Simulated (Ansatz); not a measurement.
Species: HTe, net charge -1, singlet state. Whether it binds its extra electron was not tested at this geometry. 
Geometry from a B3LYP-D3(BJ)/def2-TZVP (Ansatz, a first-principles code) optimisation:
```xyz
2

Te     0.0000     0.0000    -0.0316
H      0.0000     0.0000     1.6422
```
Charge -1, spin multiplicity 1.

### Question
Give the harmonic wavenumbers at B3LYP-D3(BJ)/def2-TZVP (Ansatz, finite differences of forces, unscaled).

### Answer
2035 cm⁻¹. Zero-point energy 2.9 kcal/mol.

### Question
From these and the geometry, give the ideal-gas thermochemistry at 298.15 K and 1 atm (rigid rotor, harmonic oscillator).

### Answer
Point group C∞v, rotational symmetry number 1. Rotational constants 180.4, 180.4 GHz. S(trans) 40.47, S(rot) 9.02, S(vib) 0.00, S(elec, spin only) 0.00, S 49.5 cal/(mol K). H(298) - H(0) 2.07 kcal/mol; G - E(el) -9.8 kcal/mol.
